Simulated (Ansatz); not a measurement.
## A small benchmark: atomisation enthalpy at 298 K

6 molecules holding Si, Ge, B, Al, Ga, P or As; the atomisation enthalpy at 298 K in kJ/mol, computed less measured. Shapes, held fixed at every level: PBE0-D4/def2-TZVP. Thermal terms are harmonic and unscaled (PBE0-D4/def2-TZVP); the spin-orbit lowering of the free atoms is taken from their spectra. Programs: Ansatz 0.2.0. Measured values: CRC Handbook of Chemistry and Physics, NIST-JANAF tables.

Levels: A = BHLYP-D4/def2-TZVPP; B = B2PLYP/def2-TZVPP; C = CCSD(T)/def2-SVP.

| molecule | from tabulated heats | A | B | C |
| --- | --- | --- | --- | --- |
| AsF3 (SMILES F[As](F)F) | 1326 | -103 | +4 | -167 |
| B(BO)O (diboron dioxide) | 2095 | -128 | +7 | -69 |
| GeH4 (germane) | 1153 | +10 | +5 | -39 |
| SiI4 (SMILES I[Si](I)(I)I) | 987 | -57 | -54 | -176 |
| PF5 (pentafluorophosphorane) | 2308 | -199 | -61 | -354 |
| Si(SiF3)F3 (hexafluorodisilane) | 3760 | -258 | -103 | -441 |

**Question.** Which level does best on this set, which worst, and which err to one side?

**Answer.** 
| level | kind | mean error | mean absolute error | worst case |
| --- | --- | --- | --- | --- |
| BHLYP-D4/def2-TZVPP | global hybrid | -122.5 | 125.8 | Si(SiF3)F3 |
| B2PLYP/def2-TZVPP | double hybrid | -33.7 | 39.0 | Si(SiF3)F3 |
| CCSD(T)/def2-SVP | coupled cluster or CI | -207.7 | 207.7 | Si(SiF3)F3 |

On this set B2PLYP/def2-TZVPP has the smallest mean absolute error and CCSD(T)/def2-SVP the largest. BHLYP-D4/def2-TZVPP is too low in 5 of 6; B2PLYP/def2-TZVPP is too low in 3 of 6; CCSD(T)/def2-SVP is too low in 6 of 6. The heats of SiI4 (SMILES I[Si](I)(I)I), PF5 (pentafluorophosphorane), Si(SiF3)F3 (hexafluorodisilane) come from older tables and can be uncertain by 10 kJ/mol or more. The molecules' own spin-orbit lowering is left out, so errors for iodides read a little too negative. Heats of the atoms come from ATcT where it has them, that of boron, 570 kJ/mol, from recent work. The levels differ in basis as well as in method. The tabulated values of AsF3, B(BO)O are in doubt (older tables, estimates, or at odds with other calculations) and kept here. Over the 4 molecules whose values aren't doubted the mean absolute errors are A 131.0; B 55.8; C 252.5. For BHLYP-D4/def2-TZVPP the error tends to grow with the atomisation enthalpy. Correlated wave functions converge slowly with the basis. T1 is large for B(BO)O (0.022), so single-reference values are less sure there. For atoms past krypton def2 sets carry core potentials with scalar relativity. Relativity is left out for As, Ge. Outer-core shells of As, Ge, I are correlated, in sets that cover them unevenly. The set is small.
